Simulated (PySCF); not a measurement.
# Electron correlation in Cl²⁺ (chlorine, charge +2)

[Ne] 3s1 3p3 3d1, high-spin 6D determinant (an excited configuration). Calculation: PySCF 2.14, in aug-cc-pCVTZ-DK; scalar relativity by spin-free X2C-1e. Frozen: 1s2; 13 electrons correlated.

```json
{"level": "CCSD", "correlation energy (mhartree)": "-334.05"}
{"level": "(T)", "correlation energy (mhartree)": "-1.67"}
{"level": "CCSD(T)", "correlation energy (mhartree)": "-335.72"}
```

Diagnostics: T1 = 0.0020, D1 = 0.0054, largest double amplitude 0.038.

Q: Is a single reference adequate?

A: Yes: T1 lies below 0.03 and no double amplitude reaches 0.07.
